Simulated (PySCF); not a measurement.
Computed with PySCF, PBE0, basis Ta def2-TZVP with ECP60, O def2-TZVP (scalar-relativistic core potentials, no spin–orbit coupling, density fitting). Open shells, if any, are unrestricted.

Question: What shape and geometry does isolated singlet [TaO2]+ take (every ligand bound to Ta)?

Answer: Formally Ta is in oxidation state +5, d0. A d0 centre has no lone pair, yet it is C2v rather than linear: covalent bonding through the d orbitals favours lower symmetry. The polar-tensor charge on Ta, 2.22, is far below the formal one. The lowest minimum found is a singlet of C2v symmetry with Ta–O 1.688 Å (×2); O–Ta–O 103.5°. Its harmonic wavenumbers are 382 (a1), 1016 (b2), 1080 (a1) cm⁻¹ and its dipole moment is 6.11 D about the centre of mass.

Other isomers or separated fragments may lie lower. No spin–orbit coupling is included, which matters more the heavier the element.
